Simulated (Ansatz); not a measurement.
Ansatz (a first-principles code) input (LC-wPBE/def2-TZVPD):

Ansatz 0.2 input:
```yaml
crystal:
  periodic: [false, false, false]
  atoms:
    - {symbol: C, position_ang: [-2.10029410, 0.93471957, 0.71740957]}
    - {symbol: C, position_ang: [-0.97293424, -0.09355503, 0.62843438]}
    - {symbol: C, position_ang: [-1.45303827, -1.38813702, -0.02964645]}
    - {symbol: C, position_ang: [0.22073271, 0.53748080, -0.13170209]}
    - {symbol: C, position_ang: [1.39460887, -0.38892293, -0.15382920]}
    - {symbol: O, position_ang: [2.55988524, 0.35029579, -0.90511020]}
    - {symbol: H, position_ang: [-2.47301529, 1.19170081, -0.27656126]}
    - {symbol: H, position_ang: [-1.77247271, 1.85290218, 1.20726320]}
    - {symbol: H, position_ang: [-2.93375491, 0.52955926, 1.29068653]}
    - {symbol: H, position_ang: [-0.63657070, -0.31978244, 1.64584677]}
    - {symbol: H, position_ang: [-2.33448794, -1.76535175, 0.48795424]}
    - {symbol: H, position_ang: [-1.73201159, -1.21722637, -1.07234679]}
    - {symbol: H, position_ang: [-0.70535993, -2.18380423, -0.00123284]}
    - {symbol: H, position_ang: [-0.08545140, 0.77574463, -1.15294460]}
    - {symbol: H, position_ang: [0.49543253, 1.46937545, 0.37394701]}
    - {symbol: H, position_ang: [1.80219480, -0.62895454, 0.82537808]}
    - {symbol: H, position_ang: [1.27239518, -1.27089580, -0.77325860]}
    - {symbol: H, position_ang: [3.41592124, -0.11692575, -0.89191872]}
    - {symbol: H, position_ang: [2.67364887, 1.27177981, -0.60592852]}
basis:
  gaussian:
    orbitals: def2-TZVPD
hamiltonian:
  xc: {name: LC-wPBE}
total_charge: 1
output: {forces: true}
```

Output:

```
Functional definition: LC-wPBE
integrals: 0.44 GiB planned
1717 factors; their error is unknown
integrals: 0.48 GiB planned
914 factors; integrals over basis functions are off by at most 1.5e-5 eV
0.51 GiB of the device are held for the grids
2.34 GiB of device memory are held for the factors and their scratch space
mean field: 2.48 GiB planned
mean field evaluation 1: about -7424.1136 eV, gradient 7.3e1 eV
mean field evaluation 2: about -7429.4162 eV, gradient 5.4e1 eV
mean field evaluation 4: about -7435.2378 eV, gradient 3.0e0 eV
mean field evaluation 8: about -7435.2587 eV, gradient 3.5e-2 eV
mean field evaluation 16: about -7435.1734 eV, gradient 2.0e-4 eV
mean field -7435.17341666 eV, -273.2375833208 hartree, gradient 1.2e-5 eV, S^2 0.000000; 0 other end points of the search recorded, 0 dependent functions left out
the calculation of the forces begins
reference -7435.17341667 eV, -273.2375833211 hartree; 25, 25 occupied and 317, 317 virtual orbitals, 1717 factors
Total energy: -7435.17341667 eV, -273.2375833211 hartree
Atom 0 at    -2.100294     0.934720     0.717410 Å, force     0.178970    -0.171692    -0.039289 eV/Å
Atom 1 at    -0.972934    -0.093555     0.628434 Å, force     0.065535     0.083898    -0.211639 eV/Å
Atom 2 at    -1.453038    -1.388137    -0.029646 Å, force     0.080987     0.212344     0.065488 eV/Å
Atom 3 at     0.220733     0.537481    -0.131702 Å, force    -0.161682    -0.158908     0.132437 eV/Å
Atom 4 at     1.394609    -0.388923    -0.153829 Å, force     0.351896     0.339516    -0.280987 eV/Å
Atom 5 at     2.559885     0.350296    -0.905110 Å, force    -0.341620    -0.175742     0.298508 eV/Å
Atom 6 at    -2.473015     1.191701    -0.276561 Å, force     0.004198    -0.007444     0.006288 eV/Å
Atom 7 at    -1.772473     1.852902     1.207263 Å, force     0.002179    -0.009647    -0.000257 eV/Å
Atom 8 at    -2.933755     0.529559     1.290687 Å, force     0.004189     0.001729    -0.004556 eV/Å
Atom 9 at    -0.636571    -0.319782     1.645847 Å, force    -0.009192    -0.002775     0.002184 eV/Å
Atom 10 at    -2.334488    -1.765352     0.487954 Å, force     0.005195     0.007710     0.003228 eV/Å
Atom 11 at    -1.732012    -1.217226    -1.072347 Å, force    -0.003568     0.007072     0.012445 eV/Å
Atom 12 at    -0.705360    -2.183804    -0.001233 Å, force    -0.008094     0.003354     0.010280 eV/Å
Atom 13 at    -0.085451     0.775745    -1.152945 Å, force    -0.004780    -0.005635    -0.007852 eV/Å
Atom 14 at     0.495433     1.469375     0.373947 Å, force    -0.009196    -0.006377     0.002838 eV/Å
Atom 15 at     1.802195    -0.628955     0.825378 Å, force     0.007760    -0.006246     0.047835 eV/Å
Atom 16 at     1.272395    -1.270896    -0.773259 Å, force    -0.037729    -0.052153    -0.022748 eV/Å
Atom 17 at     3.415921    -0.116926    -0.891919 Å, force    -0.095963     0.016071     0.007872 eV/Å
Atom 18 at     2.673649     1.271780    -0.605929 Å, force    -0.029085    -0.075077    -0.022077 eV/Å
Dipole moment:     1.805214     0.165088    -0.263132 e Å
```

It need not be the lowest isomer of its formula.
